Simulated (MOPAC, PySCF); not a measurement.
F$_{3}$In, SMILES `[In]([F])([F])[F]`, neutral singlet in the gas phase. 

Cartesian coordinates (Å):
SMILES: [F][In]([F])[F]
```xyz
4

F     -1.4412    -1.3062     0.0226
In    -0.0004    -0.0002     0.0001
F     -0.4098     1.9004    -0.0463
F      1.8514    -0.5941     0.0237
```
Charge 0, multiplicity 1.

All levels are single points at this geometry (PBE-D3(BJ)/def2-TZVP); Pople sets use spherical d functions. Orbital energies aren't observables, and empty levels follow the basis.

| level | HOMO (eV) | LUMO (eV) | gap (eV) | dipole (D) | vertical IE, Delta-SCF (eV) |
|---|---|---|---|---|---|
| PBE-D3(BJ)/def2-TZVP in PySCF | -9.19 | -4.58 | 4.61 | 0.00 | – |
| B3LYP/6-311+G** (LANL2DZ on In) in PySCF | -11.15 | -4.01 | 7.14 | 0.01 | – |
| B3LYP/6-31G* (LANL2DZ on In) in PySCF | -10.01 | -3.06 | 6.95 | 0.00 | 12.85 |
| B3LYP/LANL2DZ in PySCF | -10.72 | -3.88 | 6.85 | 0.01 | – |
| M06-2X/6-31G* (LANL2DZ on In) in PySCF | -12.48 | -1.84 | 10.64 | 0.01 | – |
| PBE/6-31G* (LANL2DZ on In) in PySCF | -8.27 | -3.72 | 4.55 | 0.00 | – |
| AM1 in MOPAC | -13.12 | -2.77 | 10.35 | 0.00 | – |
| PM3 in MOPAC | -15.78 | -3.46 | 12.32 | 0.00 | – |
| PM7 in MOPAC | -14.11 | -2.10 | 12.01 | 0.00 | – |
